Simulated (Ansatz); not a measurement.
## Ligand exchange: SiH2(SiH3)Br + ZnH(NH2) → SiH2(NH2)(SiH3) + ZnHBr

Species: SiH2(SiH3)Br, singlet; ZnH(NH2), singlet; SiH2(NH2)(SiH3), singlet; ZnHBr `[ZnH][Br]`, singlet. The partners trade Br for NH2: Si–Br and Zn–NH2 bonds give way to Si–NH2 and Zn–Br.

Shapes, held fixed at every level: PBE0-D4/def2-TZVP. Flexible molecules stand in one conformer, not always the lowest. Programs: Ansatz 0.2.0. Electronic energies: no zero-point or thermal term.

Estimate ΔE of this reaction.

wB97M-V/def2-TZVPP gives ΔE = -88.4 kJ/mol; the levels span -118.6 to -76.3. The median of the levels is -87.5. No measured value is set beside it here. Relativity is left out for Br, Zn unless named. Times are processor times on shared x86 and Arm servers, and rough.

| level | kind | ΔE (kJ/mol) | CPU time (sum over the molecules) |
| --- | --- | --- | --- |
| HF/def2-TZVPP | Hartree–Fock | -118.6 | – |
| PBE-D4/def2-TZVPP | GGA | -76.3 | 27 s |
| r2SCAN-D4/def2-TZVPP | meta-GGA | -84.6 | 47 s |
| B3LYP-D4/def2-TZVPP | global hybrid | -87.5 | 53 s |
| PBE0-D4/def2-TZVPP | global hybrid | -86.8 | 37 s |
| wB97X-V/def2-TZVPP | range-separated hybrid | -88.0 | 73 s |
| wB97M-V/def2-TZVPP | range-separated hybrid | -88.4 | 1.7 min |
